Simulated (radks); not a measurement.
Computed order of ionisation of antimony. At each step one electron was removed from each of the four highest sub-shells of the ion before, moves of one valence electron (up to charge 6) and the configuration listed by NIST were tried, and the lowest configuration was kept. All-electron calculation, non-relativistic Kohn-Sham, PBE, spin-polarised, spherical densities, point nucleus. Program: a radial shooting solver on a logarithmic mesh with Libxc functionals. Open shells are filled with parallel spins first.

[
 {"species": "Sb", "lowest configuration found": "[Kr] 4d10 5s2 5p3", "NIST configuration": "same", "margin to the next tried (eV)": "7.060", "IE (eV)": "9.015", "NIST IE (eV)": "8.608", "kind": "exp."},
 {"species": "Sb+", "lowest configuration found": "[Kr] 4d10 5s2 5p2", "NIST configuration": "same", "margin to the next tried (eV)": "5.384", "IE (eV)": "16.506", "NIST IE (eV)": "16.63", "kind": "exp."},
 {"species": "Sb2+", "lowest configuration found": "[Kr] 4d10 5s2 5p1", "NIST configuration": "same", "margin to the next tried (eV)": "6.426", "IE (eV)": "24.558", "NIST IE (eV)": "25.324", "kind": "exp."},
 {"species": "Sb3+", "lowest configuration found": "[Kr] 4d10 5s2", "NIST configuration": "same", "margin to the next tried (eV)": "7.750", "IE (eV)": "42.377", "NIST IE (eV)": "43.80", "kind": "exp."},
 {"species": "Sb4+", "lowest configuration found": "[Kr] 4d10 5s1", "NIST configuration": "same", "margin to the next tried (eV)": "9.457", "IE (eV)": "53.727", "NIST IE (eV)": "55.0", "kind": "semi-emp."},
 {"species": "Sb5+", "lowest configuration found": "[Kr] 4d10", "NIST configuration": "same", "margin to the next tried (eV)": "32.752", "IE (eV)": "100.54", "NIST IE (eV)": "99.51", "kind": "exp."},
 {"species": "Sb6+", "lowest configuration found": "[Kr] 4d9", "NIST configuration": "same", "margin to the next tried (eV)": "38.430", "IE (eV)": "121.06", "NIST IE (eV)": "117", "kind": "theory"},
 {"species": "Sb7+", "lowest configuration found": "[Kr] 4d8", "NIST configuration": "same", "margin to the next tried (eV)": "66.533", "IE (eV)": "142.38", "NIST IE (eV)": "139", "kind": "theory"},
 {"species": "Sb8+", "lowest configuration found": "[Kr] 4d7", "NIST configuration": "same", "margin to the next tried (eV)": "67.378", "IE (eV)": "164.42", "NIST IE (eV)": "162", "kind": "theory"},
 {"species": "Sb9+", "lowest configuration found": "[Kr] 4d6", "NIST configuration": "same", "margin to the next tried (eV)": "68.190", "IE (eV)": "187.11", "NIST IE (eV)": "185", "kind": "theory"},
 {"species": "Sb10+", "lowest configuration found": "[Kr] 4d5", "NIST configuration": "same", "margin to the next tried (eV)": "68.966", "IE (eV)": "217.23", "NIST IE (eV)": "214", "kind": "theory"},
 {"species": "Sb11+", "lowest configuration found": "[Kr] 4d4", "NIST configuration": "same", "margin to the next tried (eV)": "62.799", "IE (eV)": "242.02", "NIST IE (eV)": "238", "kind": "theory"},
 {"species": "Sb12+", "lowest configuration found": "[Kr] 4d3", "NIST configuration": "same", "margin to the next tried (eV)": "64.560", "IE (eV)": "267.43", "NIST IE (eV)": "265", "kind": "theory"},
 {"species": "Sb13+", "lowest configuration found": "[Kr] 4d2", "NIST configuration": "same", "margin to the next tried (eV)": "66.419", "IE (eV)": "293.41", "NIST IE (eV)": "292", "kind": "theory"}
]

Reference values: NIST Atomic Spectra Database (exp. = measured, semi-emp. = semi-empirical, theory = theoretical value adopted there). Relativity is left out here, which matters for elements this heavy. Open shells are spherical and high-spin; term and fine-structure splittings are not resolved.
